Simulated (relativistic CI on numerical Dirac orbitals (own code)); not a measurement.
A ladder of approximations for the levels of Si V

Calculated with a relativistic CI code on KLI orbitals (one set per configuration, finite nucleus), adding one ingredient at a time: step 1, Dirac-Coulomb, each configuration alone; step 2, with Breit and QED terms; step 3, with configuration mixing; step 4, with scaled Slater integrals (0.85); step 5, with a P86 correlation estimate; step 6, tied to the ionisation limit. P86 is a density functional for the correlation energy, evaluated here for each configuration and added to its levels. Step 6 is semi-empirical: configurations made of the next ion and one excited electron move by 4013 cm⁻¹, so that their limit matches the tabulated ionisation energy, and those with a non-penetrating f or g electron also take the P86 value of the least penetrating other one.

Configurations in the expansion (outside the closed core 1s2): 2s2 2p6, 2s2 2p5 3s, 2s2 2p5 3p, 2s2 2p5 3d, 2s2 2p5 4s, 2s2 2p5 4p, 2s2 2p5 4d, 2s2 2p5 4f, 2s 2p6 3s, 2s 2p6 3p, 2s 2p6 3d.

Computed minus measured energy above the ground level, in cm⁻¹, for 15 of the 28 excited levels that pair in every step (one J of a term; a digit in brackets numbers repeated terms):

| Configuration | Term | J | Measured | Step 1 | Step 2 | Step 3 | Step 4 | Step 5 | Step 6 |
| --- | --- | --- | --- | --- | --- | --- | --- | --- | --- |
| 2s2 2p5 3s | 3P° | 2 | 838017 | -8433 | -8602 | -9384 | -8824 | -919 | 3089 |
| 2s2 2p5 3s | 1P° | 1 | 848511 | -7668 | -8005 | -8572 | -9271 | -1366 | 2645 |
| 2s2 2p5 3p | 3S | 1 | 906252 | -6616 | -6888 | -10007 | -7091 | 1161 | 5150 |
| 2s2 2p5 3p | 3D | 3 | 917928 | -9102 | -9342 | -9661 | -8974 | -729 | 3282 |
| 2s2 2p5 3p | 3P | 1 | 928405 | -8945 | -9363 | -9377 | -9774 | -1530 | 2483 |
| 2s2 2p5 3p | 1S | 0 | 962950 | 8602 | 8321 | 1711 | -6633 | 1631 | 5644 |
| 2s2 2p5 3d | 3P° | 0 | 1017629 | -9423 | -9658 | -10471 | -9303 | -913 | 3092 |
| 2s2 2p5 3d | 3F° | 4 | 1021384 | -9686 | -9964 | -9929 | -9493 | -1106 | 2907 |
| 2s2 2p5 3d | 1F° | 3 | 1025526 | -9040 | -9339 | -9312 | -9508 | -1120 | 2892 |
| 2s2 2p5 3d | 3D° | 1 | 1029407 | -9046 | -9403 | -9473 | -10047 | -1660 | 2352 |
| 2s2 2p5 4d | 2[1/2]° | 0 | 1163210 | -11546 | -11796 | -11813 | -11347 | -2650 | 1360 |
| 2s2 2p5 4d | 2[3/2]° | 2 | 1164459 | -11412 | -11706 | -11702 | -11363 | -2667 | 1344 |
| 2s2 2p5 4d | 2[7/2]° | 4 | 1164645 | -11470 | -11741 | -11685 | -11478 | -2781 | 1232 |
| 2s2 2p5 4d | 2[5/2]° | 2 | 1166166 | -11193 | -11472 | -11402 | -11412 | -2716 | 1297 |
| 2s2 2p5 4f | 2[3/2] | 1 | 1172483 | -12166 | -12425 | -12581 | -12444 | -1001 | 390 |

Mean absolute errors in cm⁻¹, over all paired levels and for the configurations:

```
Configuration, levels  Step 1  Step 2  Step 3  Step 4  Step 5  Step 6
              all, 28    9328    9634    9791    9713    1447    2668
        2s2 2p5 3s, 4    8147    8445    9173    8960    1055    2954
        2s2 2p5 3p, 6    8555    8757    8328    8435    1116    3822
       2s2 2p5 3d, 11    8868    9212    9590    9508    1120    2890
        2s2 2p5 4d, 6   11259   11610   11570   11412    2716    1296
        2s2 2p5 4f, 1   12166   12425   12581   12444    1001     390
```

Measured levels: NIST levels in Kelleher and Podobedova, J. Phys. Chem. Ref. Data 37, 1285 (2008); Martin and Zalubas, J. Phys. Chem. Ref. Data 12, 323 (1983).

The mean absolute error is lowest at step 5 (1447 cm⁻¹), and the largest single drop is from step 4 to 5 (9713 to 1447). Mixing lowers the ground level by 45; relative to it the configurations that move most are 2s2 2p5 3p by -1774, 2s2 2p5 3s by -727, 2s2 2p5 3d by -377. The P86 estimate moves 2s2 2p5 4f by +11444, 2s2 2p5 4d by +8697, 2s2 2p5 3d by +8388, and takes the mean absolute error of the excited configurations from 9713 to 1447. Step 6 takes that error from 1447 to 2668; the error more than halves for 2s2 2p5 4d; 2s2 2p5 4f gains from the shift and the changed P86 value together; it grows for 2s2 2p5 3s, 2s2 2p5 3p, 2s2 2p5 3d. The shift fits the limit, so it does little for low levels whose errors differ from those near the limit.
